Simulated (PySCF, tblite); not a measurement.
Species: C8H9NO.
SMILES with atom numbers: `[H]/[N:1]=[CH:2]\[c:3]1[cH:4][cH:5][c:6]([CH2:7][OH:8])[cH:9][cH:10]1` (hydrogens: H11 on N1; H12 on C2; H13 on C4; H14 on C5; H15, H16 on C7; H17 on O8; H18 on C9; H19 on C10)

Computed geometry: GFN2-xTB, gas phase.

Problem. What internal coordinates does the optimisation give?

Solution. 
```csv
bond,length (bohr),order
N1=C2,2.379,double
C2–C3,2.773,single
"C3–C4, C3–C10",2.636,aromatic
"C4–C5, C9–C10",2.609,aromatic
"C5–C6, C6–C9",2.627,aromatic
C6–C7,2.849,single
C7–O8,2.670,single
N1–H11,1.927,single
C2–H12,2.056,single
"C4–H13, C10–H19",2.043,single
"C5–H14, C9–H18",2.042,single
"C7–H15, C7–H16",2.072,single
O8–H17,1.821,single
```

Bonds in one row agree within 0.02 bohr and their mean is given. Orders are formal, as drawn. A selection of angles:
```csv
angle,degrees
C2–N1–H11,115.3
N1–C2–C3,129.6
N1–C2–H12,115.5
C3–C2–H12,114.9
C2–C3–C4,119.3
C2–C3–C10,122.1
C4–C3–C10,118.6
C3–C4–C5,120.7
C3–C4–H13,119.3
C5–C4–H13,120.0
C4–C5–C6,120.5
C4–C5–H14,120.3
C6–C5–H14,119.2
C5–C6–C7,120.0
C5–C6–C9,119.0
C7–C6–C9,120.9
C6–C7–O8,112.2
C6–C7–H15,110.2
O8–C7–H15,105.1
O8–C7–H16,110.4
H15–C7–H16,108.6
C7–O8–H17,108.8
```

Torsions: N1–C2–C3–C4 177° (antiperiplanar); C5–C6–C7–O8 72° (synclinal); H11–N1–C2–C3 0° (synperiplanar); H17–O8–C7–C6 58° (synclinal). The mirror-image conformer, all signs reversed, is as good.

The 6-membered ring C3–C4–C5–C6–C9–C10 has internal angles of 118.6° to 120.7° (sum 720°, against 720° for a flat polygon); it is planar, 0.00 Å rms from its mean plane, widest ring torsion 1°. The 8 C–C bonds span 1.380 Å (C4–C5, aromatic) to 1.508 Å (C6–C7, drawn single), a spread of 0.128 Å. Of the pairs four or more bonds apart, H11···H19 is among the closest relative to their van der Waals radii: 2.09 Å, 87 % of the sum of Bondi's values. O8 (alcohol oxygen) is bent (angle 108.8°).

Point group: C1 (no symmetry element, even within 0.4 Å). GFN2-xTB frequencies show an imaginary mode (32i cm⁻¹), so the point is no minimum at that level. Torsions: N1–C2–C3–C4 177°, C5–C6–C7–O8 72°, C6–C7–O8–H 58°.
